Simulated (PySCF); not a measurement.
Computed IR spectrum (relative IR intensity) of a molecule C3H4ClF. Coordinates come from a PBE-D3(BJ)/def2-SVP optimisation. Other conformers were not sampled. Calculation: PBE-D3(BJ)/def2-SVP (PySCF). Frequencies are harmonic and unscaled.

ν (cm⁻¹): 235 (w), 413 (w), 461 (vw), 747 (w), 800 (w), 956 (w), 1083 (vs), 1156 (vs), 1349 (w), 1395 (w), 1696 (w), 2972 (w), 3049 (w), 3145 (vw) (against the strongest line: vs over 80 %, s over 45 %, m over 15 %, w over 4 %, vw less)

Which structure fits?
A) F[C@@H]1C[C@H]1Cl
B) C/C(Cl)=C\F
C) C/C(F)=C\Cl
D) FC1(Cl)CC1

B, C/C(Cl)=C\F
